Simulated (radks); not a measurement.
Results of a calculation; reference values are marked as such.
Excited configurations of Bi III: one electron is placed in a higher orbital outside [Hg]. The ground configuration is [Hg] 6p1. Code: a radial shooting solver on a logarithmic mesh with Libxc functionals. Model: scalar-relativistic Kohn-Sham, LDA (Slater exchange, Perdew-Wang correlation), spin-polarised, spherical densities, finite nucleus; open shells are filled with parallel spins first (spin-orbit coupling, left out, can overturn this in heavy ions); Fermi nuclear charge, rms radius 5.5211 fm. Excitation = E - E(ground); binding = E(ion) - E, where the ion is the core of charge +3; n* = 3/sqrt(2 binding) in atomic units, and the quantum defect is n - n*.

\begin{tabular}{lrrrrrr}
outer orbital & excitation (eV) & binding (eV) & n* & quantum defect & eigenvalue (eV) & <r> (bohr) \\ \hline
5f & 15.051 & 8.842 & 3.721 & 1.279 & -6.754 & 4.650 \\
6d & 10.862 & 13.032 & 3.065 & 2.935 & -10.597 & 3.957 \\
6f & 17.925 & 5.968 & 4.530 & 1.470 & -4.891 & 8.383 \\
7s & 9.796 & 14.098 & 2.947 & 4.053 & -12.109 & 4.549 \\
7p & 12.887 & 11.007 & 3.335 & 3.665 & -9.422 & 5.517 \\
7d & 16.434 & 7.460 & 4.052 & 2.948 & -6.326 & 7.599 \\
7f & 19.748 & 4.145 & 5.435 & 1.565 & -3.513 & 13.17 \\
\end{tabular}

The Delta-SCF ionisation energy is 23.894 eV (NIST Atomic Spectra Database: 25.571 eV, measured). Self-interaction in the functional shifts the binding energies and quantum defects, so they are the method's values and not measured ones. Open shells are spherical and high-spin; term and fine-structure splittings are not resolved. Spin-orbit splitting is averaged out at the scalar-relativistic level.
